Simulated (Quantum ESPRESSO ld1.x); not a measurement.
Pr XXVII, 33 electrons, occupied as [Ar] 3d10 4s2 4p3 (the NIST ground configuration). Method: Dirac Kohn-Sham, relativistic LDA (MacDonald-Vosko exchange, VWN5 correlation), spin-unpolarised, spherical densities, point nucleus; open shells are shared between the two j in proportion to 2j + 1; computed with ld1.x of Quantum ESPRESSO 7.5.

Normalised radial functions P(r) = r R(r) (large component), r in bohr:

r           3p3/2   3d3/2
0.001081   0.0032  0.0000
0.001562   0.0064  0.0001
0.002257   0.0128  0.0002
0.003236   0.0252  0.0005
0.004675   0.0495  0.0012
0.006755   0.0956  0.0030
0.009682   0.1770  0.0076
0.01399    0.3192  0.0197
0.02021    0.5426  0.0501
0.02897    0.8365  0.1202
0.04186    1.1352  0.2768
0.06047    1.2149  0.5829
0.08668    0.7677  1.0693
0.1252    -0.3639  1.6743
0.1809    -1.6651  2.0723
0.2594    -2.1085  1.8849
0.3747    -1.3925  1.1292
0.5414    -0.4481  0.3789
0.7761    -0.0595  0.0586
1.121     -0.0021  0.0027
1.62      0.0000  0.0000

3p3/2: eigenvalue -1996.9 eV, 1 radial node at r = 0.113 bohr, <r> = 0.270 bohr, 90 % of the charge inside 0.404 bohr. 3d3/2: eigenvalue -1733.7 eV, 0 radial nodes, <r> = 0.240 bohr, 90 % of the charge inside 0.375 bohr.
